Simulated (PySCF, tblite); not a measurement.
Isomers of C3H7N2PSi, one GFN2-xTB conformer each. Single-point energies are computed at PBE0/pcSseg-1 (PySCF, gas phase, no added dispersion term), electronic only.

```
            SMILES  GFN2-xTB relative energy (kcal/mol)
  Cc1nn([SiH3])cp1                                  0.0
  Cn1cpc([SiH3])n1                                 21.2
C#C[Si@@](N)(P)N=C                                 66.6
```

Conformers: `[CH:1]#[C:2][Si@@:3]([NH2:4])([PH2:5])[N:6]=[CH2:7]` with C2–Si3–N4–H 74° and -66°, C2–Si3–P5–H 153° and 61°, C2–Si3–N6–C7 -19°.

Q: What does PBE0/pcSseg-1 give for the same structures?

A: 
```tsv
SMILES	PBE0/pcSseg-1 E (Eh)	PBE0/pcSseg-1 (kcal/mol)	GFN2-xTB (kcal/mol)	point group
Cc1nn([SiH3])cp1	-858.30239	0.0	0.0	Cs
Cn1cpc([SiH3])n1	-858.28296	12.2	21.2	near Cs
C#C[Si@@](N)(P)N=C	-858.27226	18.9	66.6	C1
```

Both levels put the same isomer lowest; measured from each level's own lowest isomer, the values differ by up to 47.7 kcal/mol (C#C[Si@@](N)(P)N=C: 66.6 against 18.9). As drawn, the lowest has an aromatic ring and an N–N linkage, which the highest lacks; the highest has a C≡C bond, a C=N bond and an N–H bond, which the lowest lacks.

Q: Which frontier levels, dipoles and rotational constants go with these structures?

A: 
| SMILES | HOMO (eV, PBE0/pcSseg-1) | LUMO (eV) | dipole (D) | A, B, C (MHz) |
| --- | --- | --- | --- | --- |
| Cc1nn([SiH3])cp1 | -6.82 | -0.61 | 1.99 | 3659, 1277, 963.1 |
| Cn1cpc([SiH3])n1 | -6.93 | -0.67 | 3.24 | 3273, 1325, 959.0 |
| C#C[Si@@](N)(P)N=C | -6.95 | -1.06 | 2.27 | 1692, 1473, 1179 |

Q: What happens when harmonic zero-point energies from GFN2-xTB frequencies are added?

A: 
```tsv
SMILES	ZPE (kcal/mol)	electronic (kcal/mol)	with ZPE (kcal/mol)
Cc1nn([SiH3])cp1	59.4	0.0	0.0
Cn1cpc([SiH3])n1	59.3	12.2	12.1
C#C[Si@@](N)(P)N=C	57.5	18.9	17.0
```

The zero-point energies span 1.9 kcal/mol. The order is unchanged.
